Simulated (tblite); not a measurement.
C₆H₇O₂ (charge -1).
Bonds: C1–C2, C2–C3 (double), C3–C4 (double), C4–C5, C4–C6, C6–O7 (double), C6–O8. Hydrogens: H9, H10, H11 on C1; H12 on C2; H13, H14, H15 on C5.
Bond orders are those of one Lewis drawing.

Computed with GFN2-xTB (tblite), gas phase: nudged elastic band of 9 images (0 to 8), spring 0.2 eV/Å², climbing image at the end, force threshold 0.05 eV/Å. No saddle search or frequency run followed, so the top image need not be a first-order saddle, and its height can exceed the method's true barrier by a kcal/mol or more.

The band describes a rotation about C4–C6 (outer carbon of cumulated double bonds, carboxylate carbon), followed by the dihedral C5–C4–C6–O8, from the optimised start (-77°) to a second optimised geometry at 101°.

**Question.** Give the energy profile along the converged band.

**Answer.** 
| image | dihedral (°) | E (kcal/mol) | C4–C6 (Å) | C5···O8 (Å) | largest true force (eV/Å) |
| --- | --- | --- | --- | --- | --- |
| 0 | -77 | 0.00 | 1.603 | 3.08 | 0.01 |
| 1 | -54 | 0.17 | 1.604 | 2.91 | 0.03 |
| 2 | -33 | 0.61 | 1.604 | 2.79 | 0.03 |
| 3 | -12 | 1.07 | 1.605 | 2.72 | 0.03 |
| 4 | 9 | 1.16 | 1.605 | 2.72 | 0.04 |
| 5 | 30 | 0.85 | 1.604 | 2.79 | 0.05 |
| 6 | 52 | 0.41 | 1.604 | 2.92 | 0.05 |
| 7 | 75 | 0.12 | 1.605 | 3.10 | 0.04 |
| 8 | 101 | -0.01 | 1.603 | 3.31 | 0.01 |

Barriers of this band. The top is image 4 at 9°: 1.2 kcal/mol in either direction, as the ends lie within 0.002 eV of each other. The central bond is 0.002 Å longer at the top than at the start.

**Question.** What rate follows at 350 K for crossing this barrier forward?

**Answer.** Taking the electronic barrier for the free energy of activation (no zero-point or entropy terms, transmission 1), rate = (kT/h)·exp(−ΔE/kT) ≈ 1 × 10^12 s⁻¹, whose inverse is 7 × 10^-13 s. An error of 1 kcal/mol in the barrier changes this by a factor of 4, and the method and the loose band can each miss by that much or more. The barrier is only 1.7 kT, where transition-state theory is rough.

**Question.** How long is the path, and how are the images spaced?

**Answer.** Cartesian distances between aligned neighbours (all atoms, Å): 0.60, 0.59, 0.59, 0.59, 0.59, 0.59, 0.61, 0.70; the sum is 4.85 Å, and the top lies 49 % of the way along.

The cost below is that of the whole band run. Rough CPU time on one thread of a shared machine: about 7 s.
